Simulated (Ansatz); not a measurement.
**Counterpoise correction, worked out**

The pair of Br⁻ (SMILES [Br-], atom 1) and SF6 (SMILES FS(F)(F)(F)(F)F, atoms 2–8), both closed shells, in one local arrangement (a lower one may exist), relaxed at PBE0-D4/def2-TZVPD:

```
8
angstrom
Br 0.2420 0.1372 -4.2352
F -0.5877 -1.4885 0.5318
S -0.0332 -0.0188 0.5808
F -0.1237 -0.0701 2.1636
F 0.0545 0.0309 -0.9531
F 0.5178 1.4489 0.6902
F -1.5031 0.5363 0.5450
F 1.4332 -0.5759 0.6770
```

Program: Ansatz 0.2.0. Basis: def2-TZVPPD. Cores are frozen in the correlated methods. Filled d shells of the heavier atoms are correlated. The def2 sets are not built for correlating such inner shells, so the correlated values are less sure here.

CCSD(T) total energies in eV:

| system | geometry | basis functions | energy |
| --- | --- | --- | --- |
| pair | pair | all | -97115.54890 |
| Br⁻ | as in the pair | all (partner as ghosts) | -70009.11065 |
| SF6 | as in the pair | all (partner as ghosts) | -27106.31712 |
| Br⁻ | as in the pair | its own | -70009.07907 |
| SF6 | as in the pair | its own | -27106.31151 |
| Br⁻ | free (PBE0-D4 minimum) | its own | -70009.07907 |
| SF6 | free (PBE0-D4 minimum) | its own | -27106.34365 |

Question: Work out the interaction energy with and without the counterpoise correction, the superposition error, and the binding energy from the relaxed fragments.

Answer: Without correction: -97115.54890 − (-70009.07907) − (-27106.31151) = -0.15832 eV.
With correction (each fragment in the whole basis): -97115.54890 − (-70009.11065) − (-27106.31712) = -0.12113 eV = -2.79 kcal/mol.
The superposition error is the difference, 0.03719 eV, 23 % of the uncorrected value: each fragment borrows its partner's functions.
Deformation from the free shapes: 0.00000 eV for Br⁻ and 0.03214 eV for SF6.
Binding energy from relaxed fragments: -0.12113 + 0.00000 + 0.03214 = -0.08899 eV = -2.05 kcal/mol (electronic, without zero-point energy; negative means bound). For comparison, the corrected interaction energy by CCSD(T) at an estimated basis limit (MP2 extrapolated from triple and quadruple zeta, plus CCSD(T) − MP2 in triple zeta) is -0.132 eV; triple zeta with the correction binds less.

No T1 diagnostic of these runs exceeds 0.013.

For scale, one of the runs: CCSD(T)/def2-TZVPPD, 348 basis functions, launched by `ansatz run in.yaml --threads 2 --pin off --events-out ev --progress --plain --max-ram 22528MiB --backend cuda --devices 0, --max-vram 18GiB`. Time: 13 s of wall clock on 2 CPU threads of an AMD EPYC 7R13 and a share of one NVIDIA H100; the host was shared. Peak host memory: 0.89 GiB.
